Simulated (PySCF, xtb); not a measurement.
C₇H₅NOS, SMILES c1(nccs1)-c1occc1. The values are those of a single conformer.

Harmonic wavenumbers (cm⁻¹) from GFN2-xTB (xtb) at its own minimum, in rising order: 62, 108, 111, 292, 342, 403, 482, 583, 593, 631, 651, 740, 746, 768, 822, 833, 848, 849, 859, 877, 994, 1037, 1059, 1109, 1116, 1147, 1217, 1269, 1319, 1375, 1427, 1457, 1524, 1580, 3135, 3169, 3175, 3188, 3204.

What does PBE-D3(BJ)/def2-SVP in PySCF give at its own minimum? (The exact figures need the calculation; the answer reports its results.)

67, 119, 124, 294, 347, 412, 507, 593, 620, 631, 682, 703, 718, 746, 805, 861, 869, 871, 873, 876, 985, 1002, 1035, 1095, 1138, 1174, 1212, 1283, 1323, 1389, 1442, 1478, 1517, 1606, 3141, 3190, 3196, 3211, 3219. Paired by order, the mean absolute difference is 17 cm⁻¹ and the zero-point energies are 64.5 and 64.8 kcal/mol.
